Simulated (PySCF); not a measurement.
Be(H)(GeH3) (BeGeH4), SMILES [GeH3][BeH].

Coordinates come from a B3LYP-D3(BJ)/def2-TZVP optimisation.

Level of theory: PySCF with TDA-ωB97X/def2-TZVPD.

Vertical excitations; the highest root listed may be one member of a degenerate set. The molecule is in vacuum. State labels are in the subgroup Cs.

```csv
state,symmetry,energy (eV),λ (nm),f,main pairs
S1,A',5.38,231,0.017,HOMO→LUMO+1 (degenerate set)
S2,A",5.38,231,0.017,HOMO→LUMO (degenerate set)
S3,A',7.36,169,0.202,HOMO→LUMO+2 89 %
S4,A",7.52,165,0.000,"HOMO−1→LUMO+1 44 %, HOMO−2→LUMO 44 %"
S5,A",7.66,162,0.069,"HOMO−3→LUMO, HOMO−1→LUMO+1, HOMO−2→LUMO (degenerate set)"
S6,A',7.66,162,0.069,"HOMO−3→LUMO+1, HOMO−1→LUMO, HOMO−2→LUMO+1 (degenerate set)"
S7,A',7.80,159,0.126,"HOMO−3→LUMO+1, HOMO−2→LUMO+1, HOMO−1→LUMO (degenerate set)"
S8,A",7.80,159,0.126,"HOMO−3→LUMO, HOMO−2→LUMO, HOMO−1→LUMO+1 (degenerate set)"
S9,A',8.05,154,0.093,"HOMO−1→LUMO 40 %, HOMO−2→LUMO+1 39 %, HOMO→LUMO+6 8 %"
S10,A",8.45,147,0.000,"HOMO→LUMO+7 73 %, HOMO→LUMO+4 16 %"
T1,A',4.66,266,0,HOMO→LUMO+1 (degenerate set)
T2,A",4.66,266,0,HOMO→LUMO (degenerate set)
T3,A',6.58,189,0,HOMO−3→LUMO+1 (degenerate set)
T4,A",6.58,189,0,HOMO−3→LUMO (degenerate set)
```
Triplets are in the Tamm–Dancoff approximation.
